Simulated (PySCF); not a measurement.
# Arsenic: a sound run and one with changed settings

Sound run: As [Ar] 3d10 4s2 4p3, As+ [Ar] 3d10 4s2 4p2. Calculation: PySCF 2.14, in cc-pVTZ-PP with ECP10MDF (5s4p3d1f, 39 functions); scalar relativity through the core potential. The sound run starts from symmetry-adapted Hartree-Fock orbitals and uses a fine grid where one is needed.

Changed run: basis STO-3G, all-electron and non-relativistic. This setting is unsound on purpose.

| species | method | sound run (hartree) | changed run (hartree) | converged |
| --- | --- | --- | --- | --- |
| As | UHF | -331.21015 | -2209.26367 | yes |
| As | B3LYP | -332.46986 | -2210.47114 | yes |
| As | LDA | -331.90473 | -2206.96688 | yes |
| As+ | UHF | -330.86383 | -2209.00633 | yes |
| As+ | B3LYP | -332.10957 | -2210.19878 | yes |
| As+ | LDA | -331.53765 | -2206.69083 | yes |

Ionisation energy of As:

```
method  sound run (eV)  changed run (eV)
   UHF           9.424             7.003
 B3LYP           9.804             7.411
   LDA           9.989             7.512
```

A minimal basis cannot let orbitals breathe on ionisation and holds almost no correlation. The Hamiltonian changed with the basis, so the totals do not compare.

For comparison, NIST gives 9.789 eV between the lowest levels.
